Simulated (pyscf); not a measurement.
Structures and frequencies: ωB97X-D3(BJ)/def2-SVP in PySCF. MP2 and CC: frozen core, UHF for open shells. ΔMP2 is the change of the MP2 total energy from the triple- to the quadruple-zeta basis.

### Question
Estimate by transition-state theory (the high-pressure limit) the rate constant of GeH₄ + Cl–GeH: [singlet] → Cl–GeH₂–GeH₃ (singlet surface; Ge–H broken, Ge–Ge, Ge–H formed) at 298 K, with CCSD(T)/def2-TZVPP + ΔMP2(QZVPP) energies (ideal gas, 1 atm, RRHO with modes under 100 cm⁻¹ raised to 100, one conformer, R ln 2 for chiral ones without a mode under 150 cm⁻¹; no tunnelling).

### Answer
The electronic barrier is 9.6 kcal/mol and the thermal terms add +10.5, so ΔG‡ = 20.1 kcal/mol. With k_BT/h = 6.21e+12 s⁻¹ and RT = 0.592 kcal/mol, and a volume of 4.06e-20 cm³ per molecule at 1 atm, k = 5.0e-22 cm³ molecule⁻¹ s⁻¹. The product is born with the 45 kcal/mol of the reverse barrier and needs collisions to keep. Wigner's tunnelling factor for 545i cm⁻¹ would be 1.29. A shift of 1 kcal/mol in the barrier changes k by a factor 5.4. On the reactant side the descent ends in a complex (not fully relaxed), 7.5 kcal/mol under the separated species and 15.2 kcal/mol under the saddle at ωB97X-D3(BJ)/def2-TZVP. This is the saddle that the search found; another between the same sides may lie lower. The CCSD(T) − MP2 part came from Ansatz, without density fitting, on the same reference. The frozen core leaves the outer d or s,p core shells of the metals and heavy elements correlated in the MP2 and CC values, and def2-TZVPP describes them poorly, which can shift differences by a few kcal/mol. Elements up to Kr have no core potential and no relativistic terms here.
